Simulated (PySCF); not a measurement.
From computed data to an observable: dipole moment from atomic charges

H3NSSi, SMILES S[Si]N (connectivity only; charge and spin as stated), neutral, multiplicity 1. Atoms are numbered in the order given.

```xyz
6

Si    -0.7483    -0.5819     0.0000
N      0.6388    -1.5851     0.0000
H      0.5370    -2.5890     0.0000
H      1.6099    -1.3047     0.0000
S      0.2936     1.3186     0.0000
H     -0.8390     2.0389     0.0000
```

The structure is a stationary point at r2SCAN-D4/def2-TZVP. Other conformers were not sampled.

Charges (e) from PySCF with B3LYP/def2-TZVPD:

| atom | IAO | ESP fit |
|---|---|---|
| Si1 | 0.450 | -0.003 |
| N2 | -0.794 | -0.541 |
| H3 | 0.279 | 0.288 |
| H4 | 0.267 | 0.321 |
| S5 | -0.303 | -0.238 |
| H6 | 0.102 | 0.172 |

The dipole moment of the full density is 1.49 D.

What dipole moment does each set of point charges give, and which comes closer to that of the density?


μ = Σ q r, and 1 e Å = 4.8032 D.
IAO: Σ q r = (-0.439, -0.266, 0.000) e Å, |μ| = 2.46 D.
ESP fit: Σ q r = (0.114, -0.268, 0.000) e Å, |μ| = 1.40 D.
ESP fit comes closer in size. Point charges leave out the atoms' own dipoles (lone pairs, polarised bonds); fits to the potential absorb them, partitions of the density don't.
